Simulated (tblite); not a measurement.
Species: C₅H₆F₃P.
SMILES with atom numbers: `[CH2:1]=[CH:2][C@@H:3]1[PH:4][C@@H:5]1[C:6]([F:7])([F:8])[F:9]` (hydrogens: H10, H11 on C1; H12 on C2; H13 on C3; H14 on P4; H15 on C5)

Computed with GFN2-xTB (tblite), gas phase: L-BFGS steps from a force-field or distance-geometry start until the largest atomic force falls under 0.01 eV/Å.

Geometry at step 51:
```
atom  x, y, z in Å
C1     -2.2424    1.1950    0.0870
C2     -0.9794    0.8199    0.2313
C3     -0.2549    0.0188   -0.7699
P4     -0.2545   -1.8446   -0.6652
C5      1.0978   -0.5827   -0.4690
C6      1.7649   -0.3775    0.8563
F7      2.8931   -1.0975    0.9538
F8      2.1295    0.8992    1.0842
F9      1.0099   -0.7343    1.9074
H10    -2.8414    0.9108   -0.7654
H11    -2.7425    1.7895    0.8307
H12    -0.4210    1.0909    1.1158
H13    -0.3991    0.3671   -1.7880
H14    -0.6040   -1.8787    0.6879
H15     1.8395   -0.5682   -1.2613
```

Question: What forces act on the atoms?

Answer: 
```csv
atom,Fx (eV/Å),Fy (eV/Å),Fz (eV/Å)
C1,0.000,-0.021,0.036
C2,-0.133,0.022,0.014
C3,-0.030,0.014,0.009
P4,-0.005,-0.157,0.036
C5,-0.024,-0.026,-0.006
C6,0.007,-0.038,0.070
F7,0.025,-0.045,-0.064
F8,-0.051,0.030,-0.091
F9,-0.026,0.022,0.065
H10,0.152,0.031,-0.008
H11,0.034,0.005,0.030
H12,-0.101,0.057,0.037
H13,0.110,0.035,-0.074
H14,0.016,-0.012,0.015
H15,0.025,0.083,-0.068
```

The largest, 0.16 eV/Å, acts on P4; the rms over all components is 0.058 eV/Å. The forces sum to zero within rounding, as they must for an isolated molecule in no field.

Question: Give the force on P4 in Eh/bohr and in nN.

Answer: 0.161 eV/Å ÷ 51.422 = 0.00313 Eh/bohr, and 0.161 eV/Å × 1.602 = 0.26 nN.

Question: How far is this geometry from the end of the optimisation?

Answer: 0.080 eV above it, and 0.416 Å rms away after alignment. The bonds farthest from their final lengths, with half the difference of the two atoms' forces along the bond (positive lengthens):

```tsv
bond	now (Å)	final (Å)	force along bond (eV/Å)
C3–P4	1.866	1.874	+0.09
P4–C5	1.860	1.854	+0.04
C2–C3	1.473	1.467	+0.03
C3–C5	1.511	1.515	+0.01
C1–H10	1.080	1.077	-0.03
C5–H15	1.085	1.088	+0.04
```

The angle farthest from its final value is P4–C5–C6, 120.7° against 122.6°.

The cost below is that of the whole relaxation. On Arm Neoverse V1, one thread, shared host with 32 logical CPUs at a one-minute load of 24, this took 0.78 s of wall time.
